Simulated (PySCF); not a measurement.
Two-dimensional NMR puzzle

Compound of formula C$_{8}$H$_{9}$B. Correlations simulated from computed shifts and the bond graph:

HSQC (one-bond C–H):
```
  δH     δC
6.48  165.6
6.26  145.3
5.12  124.7
2.88   49.4
2.80   45.6
2.66   39.2
2.45   36.8
```

COSY cross peaks (H two or three bonds apart, from the bond graph; peaks can be absent where the dihedral angle is near 90°):
```
  δH    δH
6.48  2.45
6.26  5.12
6.26  2.88
5.12  2.66
2.88  2.80
2.80  2.66
2.80  2.45
2.66  2.45
```

HMBC (two and three bonds, from the bond graph):
```
  δH                                            δC
6.48                 157.8, 49.4, 45.6, 39.2, 36.8
6.26                157.8, 124.7, 49.4, 45.6, 39.2
6.24                            165.6, 157.8, 49.4
5.12                 145.3, 49.4, 45.6, 39.2, 36.8
2.88  165.6, 157.8, 145.3, 124.7, 45.6, 39.2, 36.8
2.80  165.6, 157.8, 145.3, 124.7, 49.4, 39.2, 36.8
2.66         165.6, 145.3, 124.7, 49.4, 45.6, 36.8
2.45         165.6, 157.8, 124.7, 49.4, 45.6, 39.2
```

Carbons without hydrogens: δ 157.8.

- GIAO HF/pcSseg-1 shieldings
- geometry: PBE0-D3(BJ)/def2-SVP
- run in PySCF 2.14
- non-relativistic Hamiltonian, fast rotation and ring inversion assumed for equivalent nuclei, one conformer, no solvent model

δ = σ(ref) − σ, references computed at the same level: 1H and 13C against TMS.

Exchangeable hydrogens are left out of these lists.

Q: Work out the connectivity.

A: SMILES [C@H]12C(B)=C[C@@H]3[C@H](C=C1)[C@@H]32.

Numbering as in the mapped SMILES `[BH2:1][C:2]1=[CH:3][C@@H:4]2[C@@H:5]3[CH:6]=[CH:7][C@H:8]1[C@H:9]23`; H(Xn) means a hydrogen on atom n.

- δC 165.6 is C3, an alkene CH (δH 6.48).
- δC 157.8 is C2, a fully substituted alkene carbon.
- δC 145.3 is C7, an alkene CH (δH 6.26).
- δC 124.7 is C6, an alkene CH (δH 5.12).
- δC 49.4 is C8, an allylic sp3 CH (δH 2.88).
- δC 45.6 is C9, a three-membered-ring carbon (δH 2.80).
- δC 39.2 is C5, a three-membered-ring carbon (δH 2.66).
- δC 36.8 is C4, a three-membered-ring carbon (δH 2.45).
- HMBC from δH 6.48 reaches the proton-free carbon C2.
- HMBC from δH 6.26 reaches the proton-free carbon C2.
- HMBC from δH 6.24 reaches the proton-free carbon C2.
- HMBC from δH 2.88 reaches the proton-free carbon C2.
- COSY links 6.48–2.45, 6.26–5.12, 6.26–2.88, 5.12–2.66, 2.88–2.80, 2.80–2.66.

The shifts were computed for this structure.

Hydrogens on boron are broadened and split by 11B (spin 3/2, 80 %) and 10B (spin 3). A carbon bonded to boron is broadened by the quadrupolar boron nucleus and is often missing from a measured spectrum. Shifts are as computed. Against solution values, carbons near 30 ppm lie about -0 ppm off and those near 130 ppm about +7 ppm. Of 1211 compounds with measured shifts, 218 miss one by over three times the rms of a fit or turn the order of signals round; such compounds aren't used in these exercises.
